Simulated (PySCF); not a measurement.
CH8Ge2, SMILES [CH3][GeH2][GeH3]. Atoms are numbered in the order given.

```xyz
11

C     -1.1741    -2.0630     0.0000
Ge     0.4454    -0.9357     0.0000
Ge    -0.1409     1.4304     0.0000
H     -0.8927    -3.1341     0.0000
H     -1.7850    -1.8553    -0.8996
H     -1.7850    -1.8553     0.8996
H      1.3059    -1.2537     1.2565
H      1.3059    -1.2537    -1.2565
H     -0.9855     1.7838    -1.2552
H     -0.9855     1.7838     1.2552
H      1.1228     2.3321     0.0000
```
Charge 0, spin multiplicity 1.

Geometry optimised at PBE-D3(BJ)/def2-SVP. This is a generated structure with no PubChem entry under its InChIKey; it may be hypothetical.

Level of theory: TDDFT-PBE/def2-SVPD (PySCF).

Vertical excitations. The molecule is in vacuum. State labels are in the subgroup Cs.

**Question.** Estimate the UV-visible absorptions. (An estimate is asked for; the answer gives what the named calculation found.)

**Answer.** 
```
state  symmetry  energy (eV)  λ (nm)      f                            main pairs
-----  --------  -----------  ------  -----  ------------------------------------
S1           A'         6.43     193  0.011      HOMO→LUMO+1 81 %, HOMO→LUMO 14 %
S2           A'         6.65     187  0.181      HOMO→LUMO 62 %, HOMO→LUMO+2 27 %
S3           A'         6.85     181  0.176      HOMO→LUMO+2 63 %, HOMO→LUMO 15 %
S4           A"         7.09     175  0.014                      HOMO→LUMO+3 88 %
S5           A'         7.15     173  0.057                      HOMO−1→LUMO 89 %
S6           A'         7.27     170  0.056                    HOMO−1→LUMO+1 80 %
S7           A"         7.30     170  0.008  HOMO−2→LUMO+1 63 %, HOMO−2→LUMO 31 %
S8           A"         7.34     169  0.025  HOMO−2→LUMO 61 %, HOMO−2→LUMO+1 33 %
S9           A'         7.45     167  0.003                      HOMO→LUMO+4 95 %
S10          A"         7.63     162  0.007                    HOMO−2→LUMO+2 91 %
T1           A'         5.92     210      0                        HOMO→LUMO 98 %
T2           A'         6.10     203      0                      HOMO→LUMO+1 92 %
T3           A"         6.38     194      0                      HOMO→LUMO+3 95 %
T4           A'         6.39     194      0                      HOMO→LUMO+2 92 %
```
Triplets are in the Tamm–Dancoff approximation, which puts them higher than full response would, so one can lie above its singlet here.
